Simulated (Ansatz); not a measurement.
Start from `COB(S)Br` and change one atom or group to get `COB(Br)Br`.

Ansatz, PBE0-D4/def2-TZVP geometries, multiplicity 1. Each molecule was computed in one conformer, which needn't be the lowest.

Scalar relativity is left out up to krypton.

```tsv
property	`COB(S)Br`
size of the dipole moment (ωB97M-V/def2-TZVPP) / D	2.04
HOMO energy (PBE0/def2-TZVPP) / eV	-7.94
LUMO energy (ωB97M-V/def2-TZVPP) / eV	1.85
LUMO energy (PBE0/def2-TZVPP) / eV	-0.19
HOMO–LUMO gap (PBE0/def2-TZVPP) / eV	7.75
size of the dipole moment (B3LYP/def2-TZVPP) / D	2.01
```

What does the change do to each property? (Best estimate.)

The calculation gave: 
```json
{"property": "size of the dipole moment (ωB97M-V/def2-TZVPP) / D", "`COB(Br)Br`": "2.56", "shift": "0.52"}
{"property": "HOMO energy (PBE0/def2-TZVPP) / eV", "`COB(Br)Br`": "-8.15", "shift": "-0.21"}
{"property": "LUMO energy (ωB97M-V/def2-TZVPP) / eV", "`COB(Br)Br`": "1.50", "shift": "-0.35"}
{"property": "LUMO energy (PBE0/def2-TZVPP) / eV", "`COB(Br)Br`": "-0.55", "shift": "-0.36"}
{"property": "HOMO–LUMO gap (PBE0/def2-TZVPP) / eV", "`COB(Br)Br`": "7.60", "shift": "-0.15"}
{"property": "size of the dipole moment (B3LYP/def2-TZVPP) / D", "`COB(Br)Br`": "2.53", "shift": "0.52"}
```

With PBE0 the HOMO falls by 0.21 eV and the LUMO falls by 0.36 eV, so the gap narrows by about 0.15 eV. PBE moves the HOMO by -0.15 eV and ωB97M-V by -0.23 eV. Dipoles are sizes alone; their direction can turn.

B3LYP here is the variant with VWN-RPA as its local correlation; programs differ in this.

Spin–orbit coupling is left out; it splits and shifts lone-pair levels of the heavy atoms by tenths of an eV.
